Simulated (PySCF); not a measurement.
Species: ethyl vinyl sulfone, C4H8O2S.
Z-matrix (Å and degrees, PBE0-D3(BJ)/def2-SVP geometry), rows numbered from 1:
```
C 
C   1  1.3289
S   2  1.7787  1  119.15
O   3  1.4620  2  107.93  1     0.50
O   3  1.4621  2  106.91  1   132.44
C   3  1.7970  2  104.99  1  -113.52
C   6  1.5125  3  113.51  2   -68.45
H   1  1.0933  2  121.32  3  -175.83
H   1  1.0947  2  119.76  3     3.25
H   2  1.0933  1  125.27  3   174.80
H   6  1.1022  3  101.71  2   170.58
H   6  1.1002  3  106.14  2    57.84
H   7  1.0997  6  110.13  3  -173.17
H   7  1.1004  6  111.89  3    67.26
H   7  1.0990  6  110.13  3   -53.40
```

Linear response at B3LYP/def2-SVPD (PySCF, frozen core in the response, non-relativistic).

Static isotropic polarisability: 77.05 au (11.42 Å³), principal values 66.4, 71.5, 93.3 au.

Question: What is the polarisability at 1064 nm and at the sodium D line?

Answer: 77.69 au at 1064 nm (+0.8 %), 79.21 au at 589.3 nm (+2.8 %). The rise at 589.3 nm is 3.37 times that at 1064 nm; a pure ω² law gives 3.26. The lowest singlet lies at 226 nm, shorter than both wavelengths.

Question: What is the isotropic C6 coefficient between two such molecules, C6 = (3/π)∫α(iω)² dω?

Answer: 2508 au (Eh·bohr⁶) by a ten-point quadrature over imaginary frequencies, which is 1500 eV·Å⁶ or 145 J·nm⁶/mol.

Question: Which effective excitation energy ω̄ makes London's formula C6 = (3/4)α²ω̄ exact here?

Answer: ω̄ = 4·C6/(3α²) = 0.563 Eh = 15.3 eV. A one-pole form α(ω) = α/(1 − ω²/ω̄²) fitted to the 1064 nm value gives 12.8 eV.

Question: What three-body coefficient follows from the one-pole estimate C9 = (3/4)·α·C6?

Answer: 145000 au. This is an estimate from the two numbers above, not a computed integral.

Question: What does −C6/R⁶ come to at R = 12 Å between centres?

Answer: -48 J/mol. This is the leading, orientation-averaged term; C8 and higher terms are left out.

Question: How anisotropic is the static polarisability, by Δα² = ½[(α1 − α2)² + (α2 − α3)² + (α3 − α1)²]?

Answer: Δα = 24.7 au, or 0.32 of the isotropic value.

Question: The lowest 6 singlets have (eV, f): 5.48, 0.004; 5.92, 0.006; 6.37, 0.014; 6.64, 0.014; 7.30, 0.202; 7.39, 0.119. What share of the static polarisability do they carry in the sum over states α = Σ f/ω²?

Answer: 5.11 au, 6.6 % of α; the largest term, 2.80 au, is that of the state at 7.30 eV. Their oscillator strengths add up to 0.36. Higher states carry the rest.

Question: What molar refraction at the D line follows from R = (4π/3)·N_A·α′, with α′ the polarisability volume?

Answer: α′ = 11.74 Å³ gives R = 29.61 cm³/mol, for isolated, non-vibrating species.

Question: How many electrons N does the Slater–Kirkwood formula C6 = (3/4)·√N·α^(3/2) need to give this C6?

Answer: N = (4·C6/3)²/α³ = 24.4; the species has 64 electrons in all.

One conformer stands for the species.
